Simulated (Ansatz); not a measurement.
Ansatz (an electronic-structure program) input:

Ansatz 0.2 input:
```yaml
crystal:
  periodic: [false, false, false]
  atoms:
    - {symbol: In, position_ang: [-0.00000000, 0.00000000, -0.00000000]}
    - {symbol: H, position_ang: [0.72485163, -0.48871366, 1.49348754]}
    - {symbol: H, position_ang: [-0.38147619, 1.66585159, -0.27234235]}
    - {symbol: H, position_ang: [-0.34337544, -1.17713793, -1.22114519]}
basis:
  gaussian:
    orbitals: def2-TZVP
hamiltonian:
  xc: b3lyp
  dispersion: d3bj
phonons: {temperatures: {t_min: 298.15, t_max: 298.15, t_step: 100}}
```

Problem. Which total energy does the run end on?

Solution. -191.96813 Eh (B3LYP-D3(BJ)/def2-TZVP). The basis has 68 functions.
